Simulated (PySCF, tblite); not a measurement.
Calculations on `N#CC1=C(F)O[CH][CH+]1` [radical], in the order of a workflow; each names the level of the geometry that it ran on. Settings lines and outputs come from a driver script.

Compound: C5H2FNO (charge +1 and doublet state).
Bonds: N1–C2 (triple), C2–C3, C3–C4 (double), C4–F5, C4–O6, O6–C7, C7–C8, C3–C8. Hydrogens: H9 on C7; H10 on C8.

Step 1: GFN2-xTB geometry optimisation, gas phase (tblite 0.8.0) (from a force-field or distance-geometry start)
```json
{"job": {"kind": "relax", "xc": "GFN2-xTB", "basis": "xTB"}, "charge": 1, "multiplicity": 2}
```
```
step      E/eV     max force
  0    -620.93253    4.221
  1    -620.75674   14.733
  2    -621.23452    2.813
...
 20    -621.47265    0.016
 21    -621.47267    0.018
 22    -621.47269    0.019
 23    -621.47270    0.015
 24    -621.47271    0.009
```

Energy lowered by 12.5 kcal/mol over 24 steps; largest atomic force 0.009 eV/Å at the end. «max force» is the largest atomic force in eV/Å.

Step 2: GFN2-xTB harmonic vibrations, gas phase (tblite 0.8.0) (on the GFN2-xTB geometry)
```json
{"job": {"kind": "ir", "xc": "GFN2-xTB", "basis": "xTB"}, "charge": 1, "multiplicity": 2}
```
```
(table of modes left out)
```

24 modes from 130 to 3152 cm⁻¹ (unscaled, harmonic); zero-point energy 35.9 kcal/mol; all wavenumbers are real at this level.

Step 3: UKS B3LYP, pcH-1 on C F H N O, non-relativistic, mean-field spin-orbit, GIAO (PySCF 2.14.0) (on the GFN2-xTB geometry)
```json
{"job": {"kind": "epr", "basis": "pcH-1"}, "charge": 1, "multiplicity": 2}
```
```
...
E = -421.16819282 Eh   <S^2> = 0.7622 (exact 0.7500)
g shifts (ppm)      1          2          3
  rmc          -189       -189       -189
  gc             -2         49         36
  oz_so         -42       1045       1890
  total        -233        905       1737
hyperfine (MHz)  atom isotope    a_iso     a_fc   dipolar eigenvalues
    0   14N       2.70       2.70     -6.68     -5.55     12.23
    1   13C     -16.72     -16.72     -4.63     -1.79      6.43
    2   13C       4.36       4.36    -16.61    -14.26     30.87
    3   13C      31.98      31.98    -37.79    -36.51     74.30
    4   19F      91.18      91.18   -191.10   -173.15    364.25
    5   17O       6.53       6.53     -4.66     -4.49      9.15
    6   13C      46.28      46.28    -42.61    -40.62     83.23
    7   13C     -18.17     -18.17     -1.97      0.19      1.78
    8    1H     -37.90     -37.90    -19.07     -2.89     21.95
    9    1H      -1.01      -1.01     -3.14     -2.53      5.68
```

⟨S²⟩ 0.762; g_iso 2.0031. rmc, gc and oz_so are the mass-correction, gauge-correction and orbital-Zeeman/spin–orbit parts of the g shift along its three principal axes; a_iso is the isotropic hyperfine coupling and a_fc its Fermi-contact part. The log counts atoms from 0, this text from 1.

**Question.** Which step took the most CPU time, and about what did each take on Arm Neoverse V1, one thread, no GPU, shared host?

**Answer.** Step 3, about 99 % of the total. CPU time by step: 1: 0.13 s, 2: 0.26 s, 3: 49 s.

Geometry of the electronic-property runs (GFN2-xTB):
```
atom  x, y, z in Å
N1     3.1231   -0.5379   -0.3101
C2     2.0048   -0.3235   -0.2024
C3     0.6304   -0.0701   -0.0704
C4    -0.0176    1.1888   -0.2358
F5     0.4808    2.3284   -0.5304
O6    -1.3142    1.0812   -0.0429
C7    -1.5716   -0.2060    0.2473
C8    -0.4076   -0.9609    0.2438
H9    -2.5983   -0.4813    0.4373
H10   -0.3209   -2.0140    0.4411
```

 (This holds for the electronic-property runs.)
